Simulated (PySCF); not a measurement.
Z-matrix (Å, degrees):
```
Mo
O 1 1.9389
H 2 0.9752 1 114.71
O 1 1.9393 2 87.86 3 -169.28
H 4 0.9750 1 115.09 2 -74.43
N 1 1.9832 2 155.96 3 -27.48
H 6 1.0214 1 123.63 2 134.71
H 6 1.0235 7 110.74 1 160.61
N 1 1.9915 2 86.52 3 -78.10
H 9 1.0220 1 125.37 2 -165.17
H 9 1.0235 10 110.67 8 162.52
N 1 2.0049 2 114.03 3 112.42
H 12 1.0239 1 122.58 2 -96.20
H 12 1.0262 13 109.46 1 152.66
N 1 2.0071 2 80.28 3 31.94
H 15 1.0224 1 122.22 2 -175.93
H 15 1.0246 16 109.72 1 152.00
```
Charge 0, spin multiplicity 1.

What HOMO, dipole moment and LUMO does TPSSh-D3(BJ)/def2-TZVP // TPSS-D3(BJ)/def2-SVP (PySCF) give?


```
Property         Result
-------------  --------
HOMO           -5.82 eV
dipole moment    3.27 D
LUMO           -2.65 eV
```
